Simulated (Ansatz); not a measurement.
Geometry optimisation, Ansatz, RKS PBE0-D4/STO-3G.

Input:

```yaml
crystal:
  periodic: [false, false, false]
  atoms:
    - { symbol: C, position_ang: [0.2487, 0.7148, 1.8074] }
    - { symbol: C, position_ang: [-0.4139, 0.1359, 0.5482] }
    - { symbol: Si, position_ang: [0.4192, -1.4925, -0.05] }
    - { symbol: Si, position_ang: [-0.2272, -0.6134, -1.9554] }
    - { symbol: C, position_ang: [-0.1242, 0.9203, -0.8044] }
    - { symbol: F, position_ang: [-1.0367, 1.8994, -1.0889] }
    - { symbol: H, position_ang: [0.0819, 0.1183, 2.6741] }
    - { symbol: H, position_ang: [-0.2422, 1.7368, 2.0063] }
    - { symbol: H, position_ang: [1.2777, 0.9648, 1.7235] }
    - { symbol: H, position_ang: [-1.4799, -0.0422, 0.7378] }
    - { symbol: H, position_ang: [1.9167, -1.4418, 0.1758] }
    - { symbol: H, position_ang: [-0.1888, -2.711, 0.5066] }
    - { symbol: H, position_ang: [0.5902, -0.5928, -3.1243] }
    - { symbol: H, position_ang: [-1.7376, -0.957, -2.2715] }
    - { symbol: H, position_ang: [0.8942, 1.3096, -0.8559] }
basis:
  gaussian: { orbitals: STO-3G }
hamiltonian:
  xc: pbe0
  dispersion: d4
relax:
  f_tol: 0.02
  max_steps: 40
```

Command:

```bash
$ ansatz run input.yaml --threads 1 --pin off --max-ram 2048MiB --backend cpu --events-out ev --progress --plain --runs-dir out
```

Task: Where does it end, and by what steps?

Result: The run converged. Limits of this set-up: minimal basis. After 10 steps the energy has fallen by 0.737 eV; H14 moved furthest, 0.36 Å.

| step | energy less start (eV) | largest force component (eV/Å) | accepted |
| --- | --- | --- | --- |
| 0 | 0.0000 | 3.626 | yes |
| 1 | -0.6316 | 0.846 | yes |
| 2 | -0.7174 | 0.176 | yes |
| 3 | -0.7253 | 0.095 | yes |
| 4 | -0.7298 | 0.075 | yes |
| 5 | -0.7341 | 0.054 | yes |
| 6 | -0.7363 | 0.020 | yes |
| 7 | -0.7369 | 0.033 | yes |
| 8 | -0.7371 | 0.034 | yes |
| 9 | -0.7373 | 0.021 | yes |
| 10 | -0.7373 | 0.013 | yes |

```xyz
15
Properties=species:S:1:pos:R:3
C 0.312 0.821 1.780
C -0.353 0.096 0.593
Si 0.351 -1.558 -0.031
Si -0.192 -0.622 -1.977
C -0.282 0.896 -0.784
F -1.294 1.850 -0.927
H 0.220 0.235 2.704
H -0.156 1.800 1.954
H 1.381 0.988 1.591
H -1.420 -0.049 0.824
H 1.764 -1.696 0.238
H -0.338 -2.731 0.457
H 0.758 -0.499 -3.060
H -1.479 -0.994 -2.520
H 0.707 1.413 -0.813
```

Whether the end is a true minimum wasn't checked by a vibrational analysis.

Run time: 49 s on 1 thread of Arm Neoverse V1, with other jobs on the host, peak memory 0.13 GiB.
